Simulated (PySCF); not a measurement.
SMILES C[C@@H]1CC[P@@]1(C)=O, C₅H₁₁OP

Cartesian coordinates in Å; atom numbers follow the order of the lines, from 1:
```xyz
18

C    -0.782    1.848   -0.269
C    -0.689    0.397   -0.695
C    -1.336   -0.653    0.231
C    -0.302   -1.778    0.037
P     0.920   -0.543   -0.615
C     1.913    0.079    0.792
O     1.702   -0.817   -1.825
H    -0.418    1.980    0.748
H    -0.186    2.475   -0.931
H    -1.815    2.189   -0.310
H    -1.067    0.284   -1.717
H    -1.338   -0.301    1.262
H    -2.355   -0.927   -0.040
H    -0.584   -2.462   -0.763
H    -0.056   -2.355    0.926
H     2.368    1.022    0.493
H     1.314    0.216    1.686
H     2.703   -0.647    0.976
```

Theory: TDDFT PBE0/def2-SVPD circular dichroism and optical rotation, one conformer, gas phase (PySCF 2.14.0). Geometry: GFN2-xTB.

States above about 7.4 eV (minus the energy of the highest occupied orbital) lie near or above the ionisation threshold and depend on the basis.

Task: Draw the ECD and absorption spectra from the lowest 8 states, each a Gaussian of half-width 0.2 eV at 1/e height.

Result: 
| E (eV) | λ (nm) | Δε (L mol⁻¹ cm⁻¹) | ε (L mol⁻¹ cm⁻¹) |
| --- | --- | --- | --- |
| 6.36 | 195 | +0.01 | 2.3 |
| 6.51 | 190 | +0.23 | 59.7 |
| 6.66 | 186 | +2.02 | 565 |
| 6.81 | 182 | +6.72 | 2230 |
| 6.96 | 178 | +10.71 | 4140 |
| 7.11 | 174 | +16.54 | 4090 |
| 7.26 | 171 | +20.37 | 3230 |
| 7.41 | 167 | +5.80 | 3010 |
| 7.56 | 164 | -7.87 | 3130 |

Δε uses R in velocity form, ε uses f in length form. Only the states computed contribute, so the short-wavelength end is incomplete.
